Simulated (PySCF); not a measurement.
C2H7Al. Atoms are numbered in the order given.

```xyz
10

Al     0.0000     0.0000     0.5081
C      1.7227     0.0004    -0.4253
H      2.3160    -0.8917    -0.1543
H      1.6292     0.0185    -1.5234
H      2.3343     0.8702    -0.1253
C     -1.7227    -0.0004    -0.4253
H     -2.3160     0.8917    -0.1543
H     -1.6292    -0.0185    -1.5234
H     -2.3343    -0.8702    -0.1253
H      0.0000     0.0000     2.1033
```

Geometry: ωB97X-D3(BJ)/def2-SVP. The isomer is the one that the SMILES or the coordinates give; other isomers of the formula were not compared.

Level of theory: PBE0/def2-TZVPD in PySCF.

ESP charges are fitted to the potential on shells at 1.4 to 2.0 van der Waals radii. Atomic charges (e):

| atom | ESP fit | IAO |
|---|---|---|
| Al1 | 1.01 | … |
| C2 | -0.81 | … |
| H3 | 0.16 | … |
| H4 | 0.16 | … |
| H5 | 0.16 | … |
| C6 | -0.81 | … |
| H7 | 0.16 | … |
| H8 | 0.16 | … |
| H9 | 0.16 | … |
| H10 | -0.35 | … |

Question: What belongs in the gaps? (An estimate is asked for; the answer gives what the named calculation found.)

Answer: 
- Al1, IAO: 0.95
- C2, IAO: -0.83
- H3, IAO: 0.16
- H4, IAO: 0.15
- H5, IAO: 0.16
- C6, IAO: -0.83
- H7, IAO: 0.16
- H8, IAO: 0.15
- H9, IAO: 0.16
- H10, IAO: -0.22
